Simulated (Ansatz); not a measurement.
Basis-set series for C₂H₆O₃W (`C[O][W]([CH3])(=[O])=[O]`). The species carries charge 0 and has multiplicity 1. W: def2 effective core potential. All single points use the PBE0-D4/def2-TZVP geometry. It is one conformer, not always the lowest.

```tsv
functional	basis	functions	energy (Eh)	HOMO (eV)	LUMO (eV)
PBE0-D4	def2-TZVPP	295	-372.53809	-8.62	-1.67
PBE0-D4	def2-QZVPP	546	-372.55584	-8.65	-1.70
ωB97M-V	def2-TZVPP	295	-372.67242	-11.01	0.43
ωB97M-V	def2-QZVPP	546	-372.68937	-11.04	0.38
```

Task: Give the rows for def2-SVP. (An estimate is asked.)

Result: Computed: 
| functional | basis | functions | energy (Eh) | HOMO (eV) | LUMO (eV) |
| --- | --- | --- | --- | --- | --- |
| PBE0-D4 | def2-SVP | 132 | -372.15020 | -8.60 | -1.65 |
| ωB97M-V | def2-SVP | 132 | -372.27098 | -11.00 | 0.44 |

Positive LUMOs are unbound and depend on the basis.
